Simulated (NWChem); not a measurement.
System: C2H7S cation; SMILES C[SH+]C

NWChem input:

```
start job
memory heap 200 mb stack 900 mb global 1100 mb
charge 1
geometry units angstroms noautoz
  C      0.543374     0.003381     1.436876
  S     -0.572183     0.045408     0.000000
  C      0.543374     0.003381    -1.436876
  H      1.282623    -0.813176     1.342752
  H     -0.096333    -0.126314     2.331196
  H      1.035242     0.994248     1.476077
  H     -0.977282    -1.265054     0.000000
  H      1.282623    -0.813176    -1.342752
  H     -0.096333    -0.126314    -2.331196
  H      1.035242     0.994248    -1.476077
end
basis spherical
  * library 6-31g*
end
dft
  xc b3lyp
  iterations 150
  mulliken
end
task dft energy
```

Excerpt of the output:

```
             Northwest Computational Chemistry Package (NWChem) 7.3.0
             --------------------------------------------------------

 CS  symmetry detected

                             Geometry "geometry" -> ""
                             -------------------------

 Output coordinates in angstroms (scale by  1.889725989 to convert to a.u.)

  No.       Tag          Charge          X              Y              Z
 ---- ---------------- ---------- -------------- -------------- --------------
    1 C                    6.0000     0.51982036     0.00167762    -1.43687600
    2 S                   16.0000    -0.59436324     0.07116577     0.00000000
    3 C                    6.0000     0.51982036     0.00167762     1.43687600
    4 H                    1.0000     1.23873500    -0.83283790    -1.34275200
    5 H                    1.0000    -0.12288673    -0.11222336    -2.33119600
    6 H                    1.0000     1.03594220     0.98013037    -1.47607700
    7 H                    1.0000    -1.03161337    -1.22892199     0.00000000
    8 H                    1.0000     1.23873500    -0.83283790     1.34275200
    9 H                    1.0000    -0.12288673    -0.11222336     2.33119600
   10 H                    1.0000     1.03594220     0.98013037     1.47607700

 Effective nuclear repulsion energy (a.u.)     119.5802488565

      Symmetry information
      --------------------

 Group name             Cs
 Group number              2
 Group order               2
 No. of unique centers     6

                                 NWChem DFT Module
                                 -----------------

 Summary of "ao basis" -> "ao basis" (spherical)
 ------------------------------------------------------------------------------
       Tag                 Description            Shells   Functions and Types
 ---------------- ------------------------------  ------  ---------------------
 C                           6-31g*                  6       14   3s2p1d
 S                           6-31g*                  8       18   4s3p1d
 H                           6-31g*                  2        2   2s

      Symmetry analysis of basis
      --------------------------

        a'         35
        a"         25

            General Information
            -------------------
          SCF calculation type: DFT
          Wavefunction type:  closed shell.
          No. of atoms     :    10
          No. of electrons :    34
           Alpha electrons :    17
            Beta electrons :    17
          Charge           :     1
          Spin multiplicity:     1
          Use of symmetry is: on ; symmetry adaption is: on
          Maximum number of iterations: 150
          AO basis - number of functions:    60
                     number of shells:    34
          Convergence on energy requested:  1.00D-06
          Convergence on density requested:  1.00D-05
          Convergence on gradient requested:  5.00D-04

              XC Information
              --------------
                         B3LYP Method XC Potential
                     Hartree-Fock (Exact) Exchange  0.200
                        Slater Exchange Functional  0.800 local
                    Becke 1988 Exchange Functional  0.720 non-local
              Lee-Yang-Parr Correlation Functional  0.810
                  VWN I RPA Correlation Functional  0.190 local

             Grid Information
             ----------------
          Grid used for XC integration:  medium
          Radial quadrature: Mura-Knowles
          Angular quadrature: Lebedev.
          Tag              B.-S. Rad. Rad. Pts. Rad. Cut. Ang. Pts.
          ---              ---------- --------- --------- ---------
          C                   0.70       49          10.0       434
          S                   1.00       88           8.0       590
          H                   0.35       45          11.0       434
          Grid pruning is: on
          Number of quadrature shells:   317
          Spatial weights used:  Erf1

      Superposition of Atomic Density Guess
      -------------------------------------

 Sum of atomic energies:        -476.26381702

 Renormalizing density from      35.00 to     34

      Non-variational initial energy
      ------------------------------

 Total energy =    -469.036223
 1-e energy   =    -865.646337
 2-e energy   =     277.029866
 HOMO         =      -0.683622
 LUMO         =      -0.254457

      Symmetry analysis of molecular orbitals - initial
      -------------------------------------------------

  Numbering of irreducible representations:

     1 a'          2 a"

  Orbital symmetries:

     1 a'          2 a'          3 a"          4 a'          5 a"
     6 a'          7 a'          8 a'          9 a"         10 a'
    11 a'         12 a'         13 a"         14 a"         15 a'
    16 a"         17 a'         18 a"         19 a'         20 a'
    21 a'         22 a'         23 a'         24 a"         25 a"
    26 a"         27 a'

     ---------------------------------------------
      Total Density - Mulliken Population Analysis
     ---------------------------------------------

    Atom       Charge   Shell Charges
 -----------   ------   -------------------------------------------------------
    1 C    6     6.84   2.00  0.76  2.10  0.73  1.23  0.03
    2 S   16    15.88   2.00  2.00  6.00  1.47  3.33  0.30  0.70  0.09
    3 C    6     6.84   2.00  0.76  2.10  0.73  1.23  0.03
    4 H    1     0.65   0.43  0.21
    5 H    1     0.63   0.43  0.20
    6 H    1     0.65   0.43  0.21
    7 H    1     0.58   0.35  0.23
    8 H    1     0.65   0.43  0.21
    9 H    1     0.63   0.43  0.20
   10 H    1     0.65   0.43  0.21

   convergence    iter        energy       DeltaE   RMS-Dens  Diis-err
 ---------------- ----- ----------------- --------- --------- ---------
 d= 0,ls=0.0,diis     1   -478.2609449261 -5.98D+02  1.81D-02  7.25D-01
 d= 0,ls=0.0,diis     2   -478.2909820257 -3.00D-02  1.00D-02  2.59D-01
 d= 0,ls=0.0,diis     3   -478.3272286838 -3.62D-02  2.31D-03  2.27D-02
 d= 0,ls=0.0,diis     4   -478.3307987149 -3.57D-03  1.69D-04  9.41D-05
 d= 0,ls=0.0,diis     5   -478.3308113622 -1.26D-05  5.06D-05  7.46D-06
 d= 0,ls=0.0,diis     6   -478.3308122755 -9.13D-07  1.52D-05  1.70D-06
 d= 0,ls=0.0,diis     7   -478.3308125071 -2.32D-07  2.33D-06  3.26D-08

         Total DFT energy =     -478.330812507129
      One electron energy =     -885.109631785724
           Coulomb energy =      326.068058158857
    Exchange-Corr. energy =      -38.869487736786
 Nuclear repulsion energy =      119.580248856524

 Numeric. integr. density =       33.999999818915

                  Occupations of the irreducible representations
                  ----------------------------------------------

                     irrep           alpha         beta
                     --------     --------     --------
                     a'               11.0         11.0
                     a"                6.0          6.0

                       DFT Final Molecular Orbital Analysis
                       ------------------------------------

 Vector   15  Occ=2.000000D+00  E=-6.112654D-01  Symmetry=a'
              MO Center=  3.2D-01,  1.3D-01, -7.4D-14, r^2= 3.5D+00
   Bfn.  Coefficient  Atom+Function         Bfn.  Coefficient  Atom+Function
  ----- ------------  ---------------      ----- ------------  ---------------
    21      0.244609   2 S  px                4     -0.215346   1 C  py
    36     -0.215346   3 C  py                3     -0.209271   1 C  px
    35     -0.209271   3 C  px               51     -0.186666   6 H  s
    59     -0.186666  10 H  s                54     -0.178909   7 H  s
    53     -0.176511   7 H  s                22      0.173023   2 S  py

 Vector   16  Occ=2.000000D+00  E=-6.008065D-01  Symmetry=a"
              MO Center=  2.0D-01, -4.9D-02,  1.8D-14, r^2= 3.8D+00
   Bfn.  Coefficient  Atom+Function         Bfn.  Coefficient  Atom+Function
  ----- ------------  ---------------      ----- ------------  ---------------
    23     -0.325308   2 S  pz                5      0.321153   1 C  pz
    37      0.321153   3 C  pz               49     -0.203038   5 H  s
    57      0.203038   9 H  s                 9      0.168050   1 C  pz
    41      0.168050   3 C  pz               50     -0.146115   5 H  s
    58      0.146115   9 H  s                19      0.120879   2 S  pz

 Vector   17  Occ=2.000000D+00  E=-5.469258D-01  Symmetry=a'
              MO Center= -3.0D-01,  3.7D-02, -9.5D-16, r^2= 2.6D+00
   Bfn.  Coefficient  Atom+Function         Bfn.  Coefficient  Atom+Function
  ----- ------------  ---------------      ----- ------------  ---------------
    21      0.439573   2 S  px               22     -0.404727   2 S  py
    20     -0.230564   2 S  s                25      0.194511   2 S  px
    24     -0.174679   2 S  s                17     -0.163931   2 S  px
    26     -0.162887   2 S  py                3     -0.161885   1 C  px
    35     -0.161885   3 C  px               18      0.150539   2 S  py

 Vector   18  Occ=0.000000D+00  E=-2.112709D-01  Symmetry=a'
              MO Center= -5.9D-01, -2.2D-01,  1.6D-14, r^2= 2.9D+00
   Bfn.  Coefficient  Atom+Function         Bfn.  Coefficient  Atom+Function
  ----- ------------  ---------------      ----- ------------  ---------------
    54      1.119666   7 H  s                26      0.692244   2 S  py
    25      0.652947   2 S  px                6     -0.510805   1 C  s
    38     -0.510805   3 C  s                22      0.409628   2 S  py
    21      0.346749   2 S  px               53      0.234166   7 H  s
     9     -0.186898   1 C  pz               41      0.186898   3 C  pz

 Vector   19  Occ=0.000000D+00  E=-1.989284D-01  Symmetry=a"
              MO Center= -4.0D-01,  4.4D-02, -9.7D-15, r^2= 3.1D+00
   Bfn.  Coefficient  Atom+Function         Bfn.  Coefficient  Atom+Function
  ----- ------------  ---------------      ----- ------------  ---------------
    27      1.041645   2 S  pz                6      0.829451   1 C  s
    38     -0.829451   3 C  s                23      0.474215   2 S  pz
     9      0.320794   1 C  pz               41      0.320794   3 C  pz
     7     -0.294542   1 C  px               39      0.294542   3 C  px
     5      0.191789   1 C  pz               37      0.191789   3 C  pz

 Vector   20  Occ=0.000000D+00  E=-1.549731D-01  Symmetry=a'
              MO Center= -1.9D-01, -3.0D-01, -1.6D-14, r^2= 3.5D+00
   Bfn.  Coefficient  Atom+Function         Bfn.  Coefficient  Atom+Function
  ----- ------------  ---------------      ----- ------------  ---------------
    24      1.320653   2 S  s                54     -0.836084   7 H  s
    25      0.723026   2 S  px                9     -0.577605   1 C  pz
    41      0.577605   3 C  pz               20      0.572770   2 S  s
    26     -0.430888   2 S  py                6     -0.420241   1 C  s
    38     -0.420241   3 C  s                 7      0.403125   1 C  px

     ---------------------------------------------
      Total Density - Mulliken Population Analysis
     ---------------------------------------------

    Atom       Charge   Shell Charges
 -----------   ------   -------------------------------------------------------
    1 C    6     6.62   2.00  0.68  2.09  0.74  1.09  0.03
    2 S   16    15.57   2.00  2.00  5.97  1.40  3.03  0.40  0.67  0.11
    3 C    6     6.62   2.00  0.68  2.09  0.74  1.09  0.03
    4 H    1     0.74   0.51  0.24
    5 H    1     0.73   0.50  0.23
    6 H    1     0.73   0.50  0.23
    7 H    1     0.77   0.49  0.28
    8 H    1     0.74   0.51  0.24
    9 H    1     0.73   0.50  0.23
   10 H    1     0.73   0.50  0.23

     -------------------------------------------
      Total Density - Lowdin Population Analysis
     -------------------------------------------

    Atom       Charge   Shell Charges
 -----------   ------   -------------------------------------------------------
    1 C    6     6.45   1.99  0.59  1.90  0.48  1.44  0.06
    2 S   16    15.41   2.00  1.99  5.89  1.06  2.68  0.49  1.18  0.12
    3 C    6     6.45   1.99  0.59  1.90  0.48  1.44  0.06
    4 H    1     0.82   0.48  0.34
    5 H    1     0.80   0.47  0.33
    6 H    1     0.81   0.47  0.33
    7 H    1     0.84   0.47  0.36
    8 H    1     0.82   0.48  0.34
    9 H    1     0.80   0.47  0.33
   10 H    1     0.81   0.47  0.33

     Multipole analysis of the density
     ---------------------------------

     L   x y z        total         alpha         beta         nuclear
     -   - - -        -----         -----         ----         -------
     0   0 0 0      1.000000    -17.000000    -17.000000     35.000000

     1   1 0 0      0.154596      0.077298      0.077298      0.000000
     1   0 1 0     -0.399703     -0.199851     -0.199851     -0.000000
     1   0 0 1      0.000000      0.000000      0.000000     -0.000000

     2   2 0 0    -16.618360    -35.457394    -35.457394     54.296429
     2   1 1 0      1.452529     -0.338683     -0.338683      2.129895
     2   1 0 1      0.000000      0.000000      0.000000      0.000000
     2   0 2 0    -16.712488    -17.150085    -17.150085     17.587682
     2   0 1 1     -0.000000     -0.000000     -0.000000      0.000000
     2   0 0 2    -12.258109    -83.992315    -83.992315    155.726522
```

Level: B3LYP/6-31G* (spherical d). The geometry was optimised at PBE-D3(BJ)/def2-SVP.
